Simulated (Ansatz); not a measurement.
Born–Oppenheimer molecular dynamics of a periodic cell of 36 atoms, H6C2O (contents 4 CH3CH2OH, density as packed 0.88 g/cm³ with natural masses). It starts from a partly relaxed structure (largest force component 0.23 eV/Å).

Computed with Ansatz 0.2.0, DFT PBE-D3(BJ), scalar-relativistic, plane waves, PAW. Settings: cutoff 420 eV, k mesh 1x1x1, fermi-dirac smearing 0.02 eV, no spin polarisation.

| Property | Result |
| --- | --- |
| ensemble | NVT, Langevin thermostat |
| time step | 0.75 fs |
| steps asked | 290 |
| set temperature | 1000 K |
| friction | 0.02 /fs |
| seed | 146945 |

Frames 3.75 fs apart, positions in Å, forces in eV/Å.

Velocities at 45.0 fs (Å/ps):

```
C 9.97 6.96 0.14
C -7.40 -2.85 2.10
O -7.94 2.94 -10.62
H 36.68 5.63 -5.03
H 5.82 31.01 35.21
H -23.57 13.39 -25.52
H 3.65 -14.03 -9.95
H -5.31 -17.20 32.74
H 64.00 10.48 -0.90
C 5.57 -1.86 2.25
C 2.47 6.10 4.68
O 3.29 -6.00 12.29
H 26.23 -15.65 29.76
H 32.27 -7.32 35.59
H -25.70 9.85 -11.89
H 0.68 -3.03 -6.99
H 3.67 -15.61 5.13
H -13.17 13.87 -12.48
C 6.51 -2.96 -7.59
C 7.18 2.84 -3.24
O -3.99 1.32 -4.49
H -27.25 -27.06 19.50
H 17.01 -10.24 7.49
H 34.09 44.02 34.45
H -27.01 0.78 10.46
H -21.21 20.22 -25.80
H 5.99 -14.11 13.20
C -3.56 1.21 -7.90
C 6.38 -1.43 -5.43
O 0.19 -13.93 6.28
H 9.20 -26.86 4.83
H 21.93 -9.18 29.89
H 24.65 -0.18 0.41
H -2.00 -14.31 35.93
H 28.33 1.80 2.61
H -4.48 33.29 5.84
```

```xyz
36
Lattice="7.0419 0.0000 0.0000 0.0000 7.0419 0.0000 0.0000 0.0000 7.0419" Properties=species:S:1:pos:R:3:forces:R:3 time_fs=45.0 energy_less_start_eV=2.978 T=569
C 3.973 4.663 2.954 2.93 0.97 -0.29
C 3.154 3.663 2.349 -2.79 -2.44 -1.25
O 3.725 3.199 1.110 0.04 -1.29 0.61
H 3.330 2.260 1.030 0.94 0.93 -0.77
H 2.816 2.754 2.976 0.91 1.03 -0.28
H 2.191 4.051 2.007 -0.47 0.50 0.52
H 3.608 5.023 3.910 0.25 0.10 0.34
H 5.035 4.251 2.919 -0.83 0.35 1.12
H 4.179 5.470 2.227 -0.70 0.28 0.28
C 0.790 4.237 6.392 -1.93 -3.15 0.29
C 0.235 4.942 7.539 -3.31 5.06 -1.56
O -1.246 5.140 7.527 0.63 0.40 -0.16
H -1.840 4.384 7.448 0.12 -1.13 0.10
H 0.507 4.706 8.527 0.81 -0.95 1.11
H 0.332 6.087 7.403 1.19 -1.15 0.47
H 1.814 3.996 6.590 0.93 -0.32 -0.32
H 0.129 3.294 6.471 1.31 0.17 -0.32
H 0.532 4.515 5.373 0.25 0.92 -0.08
C 7.213 -0.034 3.290 1.39 -0.09 -4.59
C 6.310 0.843 2.493 1.21 1.56 1.85
O 6.465 2.138 3.196 -1.22 0.85 -2.12
H 5.971 2.818 2.628 0.71 -1.09 1.00
H 6.645 0.902 1.460 0.13 0.18 -0.42
H 5.300 0.501 2.501 -1.11 -0.21 0.02
H 7.300 -0.936 2.710 0.08 -0.85 -0.15
H 8.223 0.343 3.286 0.61 0.56 0.10
H 6.976 -0.321 4.208 -1.60 -0.80 4.26
C 4.525 1.543 5.427 -1.34 0.27 -0.56
C 3.118 0.998 5.877 1.93 -1.04 -0.22
O 2.974 0.815 7.308 -2.93 0.73 0.17
H 1.953 0.851 7.439 2.15 -0.35 0.03
H 2.305 1.538 5.367 0.03 0.46 0.53
H 3.040 -0.038 5.471 0.18 0.28 -0.08
H 4.357 1.409 4.354 0.67 -0.04 -0.30
H 4.767 2.619 5.500 -0.68 -0.08 0.45
H 5.461 1.048 5.712 -0.49 -0.62 0.23
36
Lattice="7.0419 0.0000 0.0000 0.0000 7.0419 0.0000 0.0000 0.0000 7.0419" Properties=species:S:1:pos:R:3:forces:R:3 time_fs=48.8 energy_less_start_eV=2.659 T=758
C 4.033 4.684 2.958 0.03 -0.40 -0.49
C 3.114 3.645 2.351 -0.72 2.91 -3.23
O 3.701 3.217 1.065 0.97 2.26 1.86
H 3.440 2.331 0.956 -0.67 -2.81 -0.76
H 2.888 2.910 3.066 -0.15 -1.75 0.74
H 2.118 4.097 1.966 1.21 -0.45 1.28
H 3.624 4.926 3.937 0.03 0.75 0.14
H 4.979 4.181 3.139 0.43 -0.18 0.40
H 4.338 5.496 2.260 -0.80 -0.08 0.59
C 0.797 4.212 6.394 -0.32 -1.47 -0.42
C 0.215 4.981 7.540 -1.04 0.54 1.69
O -1.240 5.115 7.571 0.18 -0.93 -0.23
H -1.759 4.272 7.601 0.47 0.10 0.05
H 0.653 4.655 8.625 -0.97 0.44 -2.37
H 0.334 6.043 7.413 1.34 0.79 0.17
H 1.892 3.988 6.542 -0.81 0.38 -0.30
H 0.250 3.243 6.438 0.46 -0.10 -0.15
H 0.527 4.582 5.362 0.48 0.13 0.93
C 7.227 -0.051 3.262 -0.13 -1.42 1.66
C 6.347 0.860 2.491 -0.34 0.89 0.96
O 6.447 2.141 3.165 2.46 -1.67 0.78
H 5.910 2.695 2.678 -1.96 2.31 -1.69
H 6.704 0.844 1.421 -0.45 0.39 0.58
H 5.287 0.663 2.586 -0.50 -0.89 -0.64
H 7.218 -1.002 2.733 0.53 -0.14 -0.09
H 8.206 0.467 3.200 0.06 -0.72 0.52
H 6.921 -0.402 4.374 0.53 1.41 -2.14
C 4.513 1.545 5.399 0.18 0.12 1.38
C 3.151 0.988 5.871 1.36 -1.40 0.95
O 2.955 0.776 7.329 4.87 1.05 -1.49
H 2.072 0.702 7.440 -4.77 -0.52 0.71
H 2.347 1.569 5.445 -0.55 0.43 -0.06
H 3.119 -0.045 5.451 -0.19 0.40 -0.03
H 4.357 1.368 4.362 0.61 -0.11 -1.26
H 4.771 2.614 5.501 -0.76 -0.01 0.24
H 5.460 1.056 5.762 -1.08 -0.28 -0.29
36
Lattice="7.0419 0.0000 0.0000 0.0000 7.0419 0.0000 0.0000 0.0000 7.0419" Properties=species:S:1:pos:R:3:forces:R:3 time_fs=52.5 energy_less_start_eV=3.032 T=769
C 4.098 4.697 2.957 -2.35 -2.18 1.96
C 3.071 3.657 2.320 3.04 0.84 -0.05
O 3.691 3.238 1.016 -0.52 -2.16 1.44
H 3.469 2.214 0.817 0.03 1.93 0.58
H 2.962 2.934 3.187 -0.19 -0.16 -1.50
H 2.147 4.138 2.054 -0.61 0.11 0.23
H 3.634 4.870 3.982 0.12 1.09 -1.14
H 4.934 4.148 3.376 0.82 -0.42 -0.45
H 4.440 5.487 2.333 -0.12 0.99 -0.28
C 0.812 4.180 6.389 0.45 0.32 0.61
C 0.161 5.020 7.553 1.71 -0.78 -0.75
O -1.235 5.084 7.619 -0.57 -1.64 0.14
H -1.686 4.175 7.792 0.66 1.39 -0.41
H 0.730 4.666 8.453 -1.04 0.15 0.02
H 0.462 6.074 7.426 0.15 0.03 -0.10
H 1.924 4.038 6.433 -0.54 0.78 0.42
H 0.509 3.144 6.367 -0.83 -0.57 0.14
H 0.579 4.620 5.438 -0.27 0.23 -0.84
C 7.233 -0.090 3.247 0.54 0.29 1.05
C 6.374 0.881 2.508 -2.76 -0.67 -0.96
O 6.447 2.130 3.120 -1.00 3.32 -1.60
H 5.721 2.717 2.606 2.25 -1.53 1.60
H 6.699 0.820 1.389 -0.48 0.47 1.26
H 5.226 0.756 2.569 1.27 -1.27 -0.69
H 7.212 -1.064 2.731 0.57 0.45 0.07
H 8.214 0.536 3.169 -0.75 -1.73 0.61
H 6.923 -0.342 4.337 0.52 0.86 -1.43
C 4.495 1.538 5.390 -0.09 -0.90 -1.02
C 3.198 0.981 5.888 -2.34 -0.33 -0.47
O 2.963 0.754 7.344 -2.09 -0.24 -0.14
H 1.933 0.481 7.511 3.35 0.96 -0.83
H 2.346 1.653 5.495 0.88 -1.02 0.44
H 3.166 -0.014 5.400 -0.58 0.13 0.28
H 4.410 1.293 4.258 0.35 0.62 1.65
H 4.647 2.598 5.525 0.16 0.48 0.16
H 5.332 0.944 5.766 0.28 0.13 0.02
36
Lattice="7.0419 0.0000 0.0000 0.0000 7.0419 0.0000 0.0000 0.0000 7.0419" Properties=species:S:1:pos:R:3:forces:R:3 time_fs=56.2 energy_less_start_eV=3.661 T=612
C 4.139 4.699 2.977 -1.12 -1.32 0.21
C 3.059 3.676 2.288 3.38 0.43 1.08
O 3.674 3.245 0.992 -0.82 -1.20 1.60
H 3.488 2.240 0.788 -0.26 1.55 0.78
H 2.996 2.936 3.181 -0.13 0.14 -1.88
H 2.083 4.147 2.197 -0.12 0.02 -0.40
H 3.642 4.959 3.908 -0.35 0.76 0.28
H 4.975 4.109 3.423 -0.09 0.21 -0.70
H 4.530 5.580 2.435 -0.53 -0.50 0.02
C 0.830 4.181 6.398 -2.69 -1.01 -0.95
C 0.128 5.050 7.571 2.44 -0.11 -3.83
O -1.232 5.038 7.662 0.56 2.53 -0.74
H -1.629 4.231 7.923 -0.75 -2.01 0.41
H 0.759 4.710 8.305 0.47 -1.00 3.26
H 0.592 6.087 7.402 -1.30 -0.65 -0.04
H 1.877 4.177 6.376 1.99 0.50 0.86
H 0.633 2.996 6.362 -0.39 2.48 0.12
H 0.599 4.694 5.439 -0.45 -0.79 -0.02
C 7.267 -0.110 3.229 -1.38 -0.10 -3.07
C 6.378 0.887 2.519 -0.85 -2.20 0.03
O 6.451 2.129 3.059 1.79 2.02 1.19
H 5.727 2.607 2.681 -0.73 0.91 -0.35
H 6.667 0.799 1.506 0.49 0.48 -1.88
H 5.327 0.688 2.518 -1.10 -1.32 -0.06
H 7.234 -1.098 2.731 0.44 0.67 0.28
H 8.149 0.438 3.223 2.65 0.31 -0.14
H 7.000 -0.194 4.190 -1.17 -0.59 3.96
C 4.480 1.523 5.370 0.08 1.16 2.13
C 3.209 0.976 5.906 -1.80 -1.28 0.26
O 2.979 0.734 7.369 2.57 1.03 -0.77
H 2.118 0.360 7.525 -0.90 -0.25 -0.25
H 2.429 1.649 5.615 -1.08 0.25 -0.48
H 3.122 -0.004 5.426 -0.53 -0.18 -0.01
H 4.482 1.290 4.338 -0.13 -0.02 -1.29
H 4.574 2.640 5.529 0.46 -1.19 0.04
H 5.217 0.866 5.796 1.35 0.28 0.34
36
Lattice="7.0419 0.0000 0.0000 0.0000 7.0419 0.0000 0.0000 0.0000 7.0419" Properties=species:S:1:pos:R:3:forces:R:3 time_fs=60.0 energy_less_start_eV=3.183 T=763
C 4.169 4.683 3.003 -1.01 0.18 -1.08
C 3.091 3.704 2.267 0.88 1.96 0.03
O 3.643 3.244 0.994 0.49 3.73 1.59
H 3.479 2.346 0.823 -1.01 -2.83 -0.02
H 2.992 2.903 2.972 -0.08 -1.04 0.38
H 2.010 4.174 2.262 1.94 -0.58 -0.61
H 3.623 5.131 3.813 -0.36 -0.21 1.14
H 4.994 4.047 3.394 -0.28 0.69 -0.04
H 4.559 5.654 2.529 -0.48 -1.82 -0.26
C 0.841 4.177 6.399 1.10 3.20 -0.25
C 0.120 5.067 7.554 3.70 -3.98 0.25
O -1.231 5.021 7.701 -1.05 0.03 -0.09
H -1.664 4.153 7.988 0.84 0.90 -0.67
H 0.788 4.646 8.451 -1.78 0.86 -0.87
H 0.563 6.037 7.377 -0.69 1.02 -0.04
H 1.982 4.397 6.465 -1.56 -0.51 0.31
H 0.698 3.122 6.398 -0.45 -0.95 0.15
H 0.610 4.647 5.417 -0.36 -0.63 0.12
C 7.302 -0.133 3.176 0.08 3.31 4.22
C 6.379 0.874 2.523 -0.35 -2.87 -1.95
O 6.473 2.135 2.988 -0.33 2.75 1.14
H 5.648 2.603 2.714 0.82 -0.22 0.17
H 6.675 0.832 1.483 0.28 0.17 -1.18
H 5.332 0.541 2.434 -0.16 -0.30 0.51
H 7.310 -1.079 2.727 0.03 -1.27 -0.49
H 8.314 0.385 3.234 -0.63 -0.85 -0.39
H 7.015 -0.151 4.343 0.48 -0.52 -2.13
C 4.471 1.517 5.372 1.36 -2.08 1.85
C 3.196 0.958 5.920 -1.83 -1.45 0.04
O 3.017 0.715 7.390 1.32 0.53 -0.56
H 2.202 0.196 7.525 0.21 0.22 -0.30
H 2.418 1.650 5.681 -1.12 0.37 -0.52
H 2.996 -0.046 5.479 0.04 0.53 -0.15
H 4.561 1.350 4.290 -0.23 -0.28 0.28
H 4.586 2.576 5.538 0.35 0.46 0.47
H 5.228 0.834 5.927 -0.18 1.48 -1.06
36
Lattice="7.0419 0.0000 0.0000 0.0000 7.0419 0.0000 0.0000 0.0000 7.0419" Properties=species:S:1:pos:R:3:forces:R:3 time_fs=63.8 energy_less_start_eV=3.153 T=857
C 4.184 4.663 3.014 -3.38 0.65 1.45
C 3.155 3.746 2.247 1.02 -1.31 1.91
O 3.603 3.271 1.008 0.61 -1.36 -1.13
H 3.360 2.256 0.889 0.24 1.81 0.33
H 2.994 2.799 2.835 0.16 0.75 0.43
H 2.151 4.133 2.213 -0.49 0.88 -0.26
H 3.578 5.312 3.797 0.82 -2.05 -0.37
H 5.016 4.116 3.438 0.15 0.01 0.53
H 4.527 5.562 2.582 0.76 0.53 -1.88
C 0.851 4.214 6.375 1.16 1.89 2.98
C 0.149 5.049 7.538 0.56 -2.06 0.40
O -1.240 5.015 7.737 -0.78 -0.35 -0.45
H -1.702 4.142 7.990 1.13 1.05 -0.80
H 0.650 4.670 8.519 -0.40 0.58 -1.41
H 0.422 6.112 7.364 -0.20 -0.19 0.20
H 1.923 4.556 6.618 -0.92 -1.09 -0.72
H 0.715 3.154 6.453 0.05 -0.75 0.30
H 0.621 4.526 5.404 -0.66 0.69 -1.71
C 7.334 -0.146 3.158 1.98 0.43 1.44
C 6.379 0.848 2.523 -0.01 -1.72 -4.34
O 6.495 2.173 2.930 -2.34 1.77 0.45
H 5.596 2.663 2.701 2.52 -1.44 0.46
H 6.663 0.847 1.339 -0.64 -0.18 1.89
H 5.319 0.401 2.498 1.07 0.78 0.39
H 7.383 -1.177 2.655 -0.60 1.62 1.02
H 8.467 0.219 3.163 -1.95 -0.31 -0.30
H 7.099 -0.155 4.272 0.17 -0.61 -0.95
C 4.460 1.487 5.388 -0.17 0.99 -0.15
C 3.158 0.930 5.939 -1.99 1.40 -0.18
O 3.058 0.699 7.409 -0.89 -0.93 -0.49
H 2.231 0.086 7.509 1.92 1.57 -0.05
H 2.325 1.673 5.715 0.60 -0.79 -0.06
H 2.885 -0.024 5.515 0.09 -0.52 -0.61
H 4.630 1.394 4.267 -0.54 -0.38 1.41
H 4.649 2.566 5.602 -0.57 -0.41 0.04
H 5.212 0.997 5.946 1.52 -0.91 0.25
```

Of the whole run (218 fs, mean temperature of the second half 930 K): A run of 0.22 ps of so small a system gives no equilibrium averages. Limits of this set-up: coarse k mesh.

The run took 9.9 min on 1 thread of Arm Neoverse V1 (shared host), peak memory 0.43 GiB.
